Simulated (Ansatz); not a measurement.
```yaml
crystal:
  periodic: [false, false, false]
  atoms:
    - {symbol: O, position_ang: [0.470525, 0.963154, -1.891265]}
    - {symbol: B, position_ang: [0.706660, 0.886214, -0.560174]}
    - {symbol: Si, position_ang: [0.393162, -0.852946, 0.407065]}
    - {symbol: Zn, position_ang: [-1.813190, -0.870446, 1.306577]}
    - {symbol: H, position_ang: [0.609294, 1.842293, -2.255008]}
    - {symbol: H, position_ang: [1.044222, 1.881598, 0.033253]}
    - {symbol: H, position_ang: [1.364140, -0.983511, 1.535734]}
    - {symbol: H, position_ang: [0.573457, -2.039877, -0.481909]}
    - {symbol: H, position_ang: [-3.259672, -0.872776, 1.888527]}
basis:
  gaussian: {orbitals: cc-pVDZ}
hamiltonian: {xc: {name: rPW86-PBE}}
multiplicity: 3
```

```sh
$ ansatz run in.yaml --threads 4 --pin off --events-out ev --progress --plain --max-ram 10444MiB
```

Output, abridged:

```
Error: YAML parse error: error: line 16 column 1: unknown field `multiplicity`, expected one of crystal, accuracy, basis, kpoints, hamiltonian, magnetization, projection, total_charge, correlation, batch, efield, external_charges, scf, relax, neb, saddle, md, ramp, phonons, dielectric, real_time, elastic, magnetic_configurations, gw, evaluate, workflow, output, checkpoint, execution
14 |   gaussian: {orbitals: cc-pVDZ}
15 | hamiltonian: {xc: {name: rPW86-PBE}}
16 | multiplicity: 3
```

Q: Something in this input is off. What?

A: The input holds a key that doesn't belong there. The input was rejected before any iteration.
